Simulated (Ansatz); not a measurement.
C3H7BO can be A, `C=COBC`, or B, `CC1CB1O`.

Gas-phase electronic energies from Ansatz, PBE0-D4/def2-TZVP geometries. CCSD(T)/CBS adds triple-zeta CCSD(T) − MP2 to the extrapolated MP2 energy (def2 sets, frozen cores). Functionals use def2-TZVPP. B3LYP here is the variant with VWN-RPA as its local correlation; programs differ in this. Each species was taken in one conformer, which may not be the lowest.

A:

Z-matrix (Å, degrees):
```
C
B 1 1.560
H 1 1.097 2 109.0
H 1 1.091 2 115.1 3 -121.1
H 1 1.094 2 109.9 3 114.8
O 2 1.361 1 125.0 3 110.4
H 2 1.200 1 121.6 3 -70.3
C 6 1.361 2 126.7 1 -5.0
C 8 1.322 6 125.0 2 -59.0
H 8 1.086 6 112.4 2 124.6
H 9 1.081 8 119.6 6 -177.1
H 9 1.083 8 121.9 6 2.1
```

B:

Z-matrix (Å, degrees):
```
C
C 1 1.509
H 1 1.095 2 111.6
H 1 1.093 2 111.2 3 120.7
H 1 1.094 2 111.3 3 -120.0
C 2 1.576 1 118.5 3 76.1
B 2 1.517 1 123.7 3 146.0
H 2 1.089 1 113.8 3 -59.9
H 6 1.086 2 116.7 1 -132.6
H 6 1.088 2 115.8 1 3.3
O 7 1.341 2 147.4 1 71.0
H 11 0.962 7 112.9 2 -177.2
```

Question: Which isomer does CCSD(T)/CBS put lower? Give the gap. (Best estimate.)

Answer: Ansatz gave: A, by 23.1 kJ/mol.

Question: Give E(B) − E(A) in kJ/mol with MP2/def2-TZVPP, CCSD/def2-TZVPP, HF/def2-TZVPP, B2PLYP, ωB97M-V, B3LYP, B3LYP-D4. (An estimate is asked.)

Answer: The calculation gave: MP2/def2-TZVPP 11.4, CCSD/def2-TZVPP 23.6, HF/def2-TZVPP 43.8, B2PLYP 27.1, ωB97M-V 17.6, B3LYP 31.3, B3LYP-D4 32.6. None reverses the order clearly.

Largest T1 diagnostic: 0.013.

From PBE to PBE0 (25 % exact exchange), in def2-TZVPP and without D4, E(B) − E(A) moves by −5.6 kJ/mol. In def2-TZVPP, CCSD(T) changes the Hartree–Fock value by −19.1 kJ/mol (the triples alone add +1.2 kJ/mol) and MP2 by −32.4 kJ/mol.
